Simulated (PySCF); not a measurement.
Choosing a molecule for a target property.

Each SMILES stands for a single optimised conformer of the isolated species, non-relativistic unless stated; the electronic structure was computed with PySCF and density fitting.

Dipoles, sizes and rotational constants follow the conformer. The torsions of the flexible species, by atom-mapped SMILES:
- `[CH2:1]=[CH:2][PH:3](=[S:4])[CH:5]=[CH2:6]`: C1–C2–P3–S4 114°, C2–P3–C5–C6 121°
- `[CH2:1]=[N:2][C:3]1([O:4][CH3:5])[CH2:6][CH2:7]1`: C1–N2–C3–O4 10°, N2–C3–O4–C5 80°
- `[CH3:1][CH2:2][CH2:3][SiH2:4][F:5]`: C1–C2–C3–Si4 180°, C2–C3–Si4–F5 60°
- `[CH3:1][C:2](=[O:3])[c:4]1[cH:5][c:6]([Cl:7])[n:8][n:9][n:10]1`: C1–C2–C4–C5 180°
- `[CH2:1]=[CH:2][C:3](=[O:4])[N:5]([CH3:6])[CH3:7]`: C1–C2–C3–O4 28°, C2–C3–N5–C6 4°
- `[CH2:1]=[C:2]([CH2:3][CH3:4])[C:5]([NH2:6])=[O:7]`: C1–C2–C3–C4 96°, C1–C2–C5–N6 40°, H–N6–C5–C2 3°, H–N6–C5–C2 180°

The conformers of `CO[C@H]1CC=NC1` aren't listed.

Task: Wanted: static isotropic polarisability between 66 au and 73 au (PBE0/def2-SVPD) and lowest triplet excitation (Tamm–Dancoff) above 4.3 eV (TDA PBE0/def2-SVPD), at GFN2-xTB geometries. Which candidate meets both?
A. `O=C(N(C)C)C=C`
B. `C=C[PH](=S)C=C`
C. `C=NC1(OC)CC1`
D. `CCC[SiH2]F`
E. `CO[C@H]1CC=NC1`
F. `CC(=O)c1cc(Cl)nnn1`

Result: E. Computed values:
```
           species  static isotropic polarisability  lowest triplet excitation (Tamm–Dancoff)
        CCC[SiH2]F                          63.4 au                                   7.08 eV
    CO[C@H]1CC=NC1                          68.1 au                                   4.48 eV
      C=NC1(OC)CC1                          71.7 au                                   4.12 eV
     O=C(N(C)C)C=C                          74.4 au                                   3.84 eV
CC(=O)c1cc(Cl)nnn1                          94.8 au                                   2.40 eV
    C=C[PH](=S)C=C                          98.5 au                                   3.61 eV
```

Task: Wanted: HOMO–LUMO gap between 5.6 eV and 6.7 eV (PBE0/def2-SVPD) and dipole moment above 3.6 D (PBE0/def2-SVPD), at GFN2-xTB geometries. Which candidate meets both?
A. `C=NC1(OC)CC1`
B. `C=CC(=O)N(C)C`
C. `CCC[SiH2]F`
D. `CC(=O)c1cc(Cl)nnn1`
E. `C=C[PH](=S)C=C`
F. `C=C(CC)C(N)=O`

Result: B. Computed values:
```csv
species,HOMO–LUMO gap,dipole moment
CC(=O)c1cc(Cl)nnn1,4.48 eV,1.70 D
C=C[PH](=S)C=C,5.10 eV,4.65 D
C=CC(=O)N(C)C,6.02 eV,3.77 D
C=C(CC)C(N)=O,6.55 eV,3.49 D
C=NC1(OC)CC1,6.81 eV,1.14 D
CCC[SiH2]F,8.88 eV,1.93 D
```

Task: Wanted: electronic spatial extent ⟨r²⟩ about the centre of nuclear charge between 830 bohr² and 1400 bohr² (PBE0/def2-SVPD) and lowest singlet excitation above 4.9 eV (TDDFT PBE0/def2-SVPD), at GFN2-xTB geometries. Which candidate meets both?
A. `O=C(C=C)N(C)C`
B. `C=C(CC)C(N)=O`
C. `F[C@H]1C=C[C@H](F)C=C1`
D. `CCC[SiH2]F`
E. `C=NC1(OC)CC1`
F. `C=C[PH](=S)C=C`
G. `CC(=O)C1=NN=NC(Cl)=C1`

Result: C. Computed values:
```
               species  electronic spatial extent ⟨r²⟩ about the centre of nuclear charge  lowest singlet excitation
          C=NC1(OC)CC1                                                          729 bohr²                    4.95 eV
            CCC[SiH2]F                                                          786 bohr²                    7.47 eV
         C=C(CC)C(N)=O                                                          814 bohr²                    4.85 eV
         O=C(C=C)N(C)C                                                          839 bohr²                    4.61 eV
F[C@H]1C=C[C@H](F)C=C1                                                          910 bohr²                    5.89 eV
        C=C[PH](=S)C=C                                                          998 bohr²                    3.98 eV
 CC(=O)C1=NN=NC(Cl)=C1                                                         1842 bohr²                    2.99 eV
```

Task: Wanted: HOMO energy above -7.4 eV (PBE0/def2-SVPD) and smallest rotational constant below 1.7 GHz (GFN2-xTB), at GFN2-xTB geometries. Which candidate meets both?
A. `C1(CC1)(OC)N=C`
B. `c1(nnnc(c1)C(=O)C)Cl`
C. `C([PH](C=C)=S)=C`
D. `C(CC)[SiH2]F`

Result: C. Computed values:
```csv
species,HOMO energy,smallest rotational constant
C(CC)[SiH2]F,-8.57 eV,1.575 GHz
c1(nnnc(c1)C(=O)C)Cl,-7.66 eV,0.556 GHz
C1(CC1)(OC)N=C,-7.16 eV,1.889 GHz
C([PH](C=C)=S)=C,-6.50 eV,1.212 GHz
```
